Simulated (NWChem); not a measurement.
# C₃H₃F₃; SMILES FC(F)(C=C)F

```xyz
9

C     -0.0099    -2.1136     0.0000
C      0.6683    -0.9698     0.0000
C      0.0114     0.3750     0.0000
F     -1.3348     0.2996     0.0000
F      0.3796     1.0939     1.0860
F      0.3796     1.0939    -1.0860
H      0.5027    -3.0706     0.0000
H     -1.0951    -2.1311     0.0000
H      1.7543    -0.9346     0.0000
```
Atoms are numbered in this order, from 1.

Geometry: optimised at B3LYP/6-31G* (spherical d). B3LYP is NWChem's, with the RPA form of VWN correlation.

Symmetry labels are those of Cs in the frame above (b1 and b2, or b-type labels, depend on it).

Problem. List the 4 lowest vertical singlet excitations from B3LYP/6-31G* (spherical d), full TDDFT (NWChem).

Solution. 
| state | energy (eV) | oscillator strength | symmetry | leading excitation (squared amplitude) |
|---|---|---|---|---|
| S1 | 8.00 | 0.377 | a' | HOMO → LUMO (0.98) |
| S2 | 8.08 | 0.001 | a" | HOMO−1 → LUMO (0.97) |
| S3 | 9.11 | 0.003 | a' | HOMO−2 → LUMO (1.00) |
| S4 | 9.21 | 0.001 | a" | HOMO−5 → LUMO (0.57) |
